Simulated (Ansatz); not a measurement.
Relaxation of CH₇BN₂ (11 atoms, charge 0, multiplicity 1), to a largest force component of 0.03 eV/Å in at most 50 steps.

These are results of UKS LDA/def2-SVP (Ansatz), not measurements.

```xyz
11
Properties=species:S:1:pos:R:3:forces:R:3
B -0.791 -0.428 0.354 -0.09 -0.02 0.00
N 1.995 0.126 0.101 0.19 0.15 -0.13
N -0.647 -1.283 1.259 -0.10 -0.14 0.14
H 1.477 -0.575 0.642 -0.10 -0.13 0.11
C -1.111 0.581 -0.749 -0.01 0.02 0.00
H 1.716 -0.005 -0.881 0.03 0.01 0.01
H 1.629 1.041 0.396 0.03 -0.01 -0.01
H -0.653 -1.978 1.993 0.07 0.11 -0.11
H -2.206 0.756 -0.795 -0.05 0.00 -0.01
H -0.791 0.208 -1.744 0.02 -0.02 -0.02
H -0.617 1.558 -0.576 0.02 0.02 0.01
```

Task: Where does it end, and by what steps?

Result: The run converged. The force dipped under the threshold on the way, but the program's further checks kept it going. After 21 steps the energy has fallen by 0.044 eV; H10 moved furthest, 0.84 Å.

```tsv
step	energy less start (eV)	largest force component (eV/Å)	accepted
0	0.0000	0.186	yes
1	-0.0114	0.214	yes
2	-0.0160	0.077	yes
3	-0.0106	0.385	no
4	-0.0192	0.075	yes
5	-0.0221	0.030	yes
6	-0.0225	0.034	yes
7	-0.0230	0.048	yes
8	-0.0234	0.138	yes
9	-0.0250	0.123	yes
10	-0.0213	0.424	no
11	-0.0270	0.090	yes
12	-0.0290	0.070	yes
13	-0.0301	0.276	yes
14	-0.0363	0.128	yes
15	-0.0410	0.072	yes
16	-0.0330	0.395	no
17	-0.0400	0.480	no
18	-0.0418	0.011	yes
19	-0.0429	0.100	yes
20	-0.0434	0.051	yes
21	-0.0440	0.012	yes
```

```xyz
11
Properties=species:S:1:pos:R:3
B -0.962 -0.541 0.257
N 2.085 0.243 0.330
N -0.700 -1.390 1.139
H 1.344 -0.370 0.708
C -1.242 0.504 -0.818
H 2.101 0.102 -0.688
H 1.786 1.213 0.497
H -0.524 -2.085 1.848
H -1.983 1.257 -0.477
H -1.618 0.041 -1.754
H -0.287 1.026 -1.043
```

Whether the end is a true minimum wasn't checked by a vibrational analysis.

Run time: 28 s on 2 threads of Arm Neoverse V1, with other jobs on the host, peak memory 0.13 GiB.
